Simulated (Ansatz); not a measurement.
Start from `[SiH3][CH2][SnH2][SH]` and change one atom or group to get `[OH][SnH2][CH2][SiH3]`.

Ansatz, PBE0-D4/def2-TZVP geometries, multiplicity 1. Each molecule was computed in one conformer, which needn't be the lowest.

Elements past krypton have def2 core potentials.

| property | `[SiH3][CH2][SnH2][SH]` |
| --- | --- |
| size of the dipole moment (PBE/def2-TZVPP) / D | 2.12 |
| HOMO energy (B3LYP/def2-TZVPP) / eV | -6.94 |
| HOMO–LUMO gap (PBE/def2-TZVPP) / eV | 4.75 |
| HOMO energy (PBE/def2-TZVPP) / eV | -5.99 |
| HOMO energy (ωB97M-V/def2-TZVPP) / eV | -9.37 |
| HOMO–LUMO gap (B3LYP/def2-TZVPP) / eV | 6.28 |

Problem. Give the same properties after the change, and the shifts. (Best estimate.)

Solution. Ansatz gave: 
```csv
property,`[OH][SnH2][CH2][SiH3]`,shift
size of the dipole moment (PBE/def2-TZVPP) / D,1.70,-0.42
HOMO energy (B3LYP/def2-TZVPP) / eV,-7.72,-0.78
HOMO–LUMO gap (PBE/def2-TZVPP) / eV,5.35,0.60
HOMO energy (PBE/def2-TZVPP) / eV,-6.50,-0.51
HOMO energy (ωB97M-V/def2-TZVPP) / eV,-10.19,-0.82
HOMO–LUMO gap (B3LYP/def2-TZVPP) / eV,7.13,0.85
```

With PBE0 the HOMO falls by 0.77 eV and the LUMO rises by 0.06 eV, so the gap widens by about 0.83 eV. PBE moves the HOMO by -0.51 eV and ωB97M-V by -0.82 eV. Dipoles are sizes alone; their direction can turn.

B3LYP here is the variant with VWN-RPA as its local correlation; programs differ in this.
